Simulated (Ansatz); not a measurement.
A run for Ansatz (an electronic-structure program): R-PBE0/def2-TZVPPD on BrH3Se (a complex), monomers drawn apart or pushed together. Files ending in .json are basis or fitting sets from the Basis Set Exchange.

Ansatz 0.2 input:
```yaml
crystal:
  periodic: [false, false, false]
  atoms:
    - {symbol: Br, position_ang: [-0.33061094, 0.13122235, -0.57024730]}
    - {symbol: H, position_ang: [-0.35181744, 0.14657662, 0.87493129]}
    - {symbol: Se, position_ang: [-0.22167348, 0.11013890, 3.76655642]}
    - {symbol: H, position_ang: [0.33338359, -1.25072465, 3.70931479]}
    - {symbol: H, position_ang: [1.12411792, 0.69942913, 3.69655177]}
basis:
  gaussian:
    orbitals: def2-TZVPPD.json
hamiltonian:
  xc: {name: PBE0}
scf: {lower_state_search: off}
```

The log:

```
WARN ansatz: RAYON_NUM_THREADS=1 ignored (pool sized by the plan → 1); use --threads N
Functional definition: PBE0
these checks for a lower state are left out or cut short: stability, starts, cluster_reference, orbital_swaps, neighbouring_geometries, increment
integrals: 0.09 GiB planned
1102 factors; their error is unknown
mean field: 0.78 GiB planned
mean field evaluation 1: about -135428.2458 eV, gradient 1.0e1 eV
mean field evaluation 2: about -135428.4152 eV, gradient 5.0e0 eV
mean field evaluation 4: about -135428.4865 eV, gradient 1.6e-1 eV
mean field evaluation 8: about -135429.0962 eV, gradient 5.0e-1 eV
mean field evaluation 16: about -135429.0964 eV, gradient 1.1e-5 eV
mean field -135429.09638229 eV, -4976.9274949105 hartree, gradient 1.8e-6 eV, S^2 0.000000; 0 other end points of the search recorded, 0 dependent functions left out
reference -135429.09642785 eV, -4976.9274965847 hartree; 36, 36 occupied and 129, 129 virtual orbitals, 1102 factors
Total energy: -135429.09642785 eV, -4976.9274965847 hartree
Checks for a lower state left out: stability, starts, cluster_reference, orbital_swaps, neighbouring_geometries, increment
```

The calculation finished and met its thresholds.

Cost: about 3 core-seconds (a rough figure).
